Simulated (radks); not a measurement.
Q: These are the eigenvalues of the occupied orbitals of an atom or ion with whole-number occupations (eV). Calculated with a radial shooting solver on a logarithmic mesh with Libxc functionals: scalar-relativistic Kohn-Sham, SCAN, spin-polarised, spherical densities, finite nucleus; meta-GGA in the generalised Kohn-Sham scheme; Fermi nuclear charge, rms radius of each element as measured or else 0.836 A^(1/3) + 0.57 fm.

orbital  eigenvalue
1s        -61310.65
2s        -10412.08
2p        -9172.817
3s        -2357.550
3p        -1981.445
3d        -1523.269
4s        -468.5745
4p        -344.5561
4d        -180.8864
5s         -55.6083
5p         -27.6861
6s          -4.0815
4f          -3.0621

Which element is it, and in what charge state? The configuration may be excited. Open shells, if any, are filled with parallel spins first.

A: Z = 70, ytterbium, charge 0: Yb in [Xe] 4f14 6s2. The list shows which subshells hold electrons but not how many an open one holds; the 1s level, -2253.1 hartree, gives Z - s = 67.1 by -(Z - s)^2/2, which with screening and relativity narrows Z to a few neighbours, and the depths of the outer levels then fix element, charge and occupations together.
